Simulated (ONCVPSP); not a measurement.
# Plane-wave convergence, ONCV potential for nitrogen (N)

* Element: N
* Generator: ONCVPSP 4.0.1
* Type: optimised norm-conserving Vanderbilt (ONCV)
* Functional: PBE
* Relativity: scalar-relativistic
* Frozen core: [He]
* Valence charge: 5
* Reference configuration: 2s2 2p3
* Partial waves: 2s: rc 0.85 bohr, ncon 4, nbas 8, qcut 7.8 1/bohr, 2 projectors, debl 2.5 Ha; 2p: rc 1.25 bohr, ncon 4, nbas 8, qcut 6.4 1/bohr, 2 projectors, debl 2.6 Ha; d scattering state at 0.45 Ha: rc 1.25 bohr, ncon 4, nbas 7, qcut 6.5 1/bohr, 1 projector
* Local potential: polynomial inside 0.75 bohr (lpopt 5, dvloc0 2 Ha)
* Core correction: Teter function, fcfact 5.5, rcfact 1.25

Question: For each optimised wave give the share of its norm inside rc, the residual kinetic energy above qcut (Ha) and the cutoffs (Ha) for errors of 10, 1, 0.1 and 0.01 mHa per electron.

Answer:

| wave | norm inside rc | residual KE | 10 mHa | 1 mHa | 0.1 mHa | 0.01 mHa |
| --- | --- | --- | --- | --- | --- | --- |
| 2s | 0.215 | 7.3e-04 | 19.6 | 29.2 | 78.3 | 209.2 |
| s projector 2 | 0.105 | 1.3e-03 | 19.5 | 43.9 | 283.8 | 336.8 |
| 2p | 0.472 | 5.8e-03 | 18.6 | 68.7 | 127.9 | 164.4 |
| p projector 2 | 0.091 | 1.2e-02 | 21.0 | 40.1 | 90.0 | 149.9 |
| d projector 1 | 0.010 | 2.1e-05 | 2.6 | 7.7 | 15.5 | 24.4 |

The occupied waves need 69 Ha and 128 Ha for 1 and 0.1 mHa. Rows with under 1 % of the norm inside rc give no meaningful cutoff. Its largest configuration-test error is +650 meV.
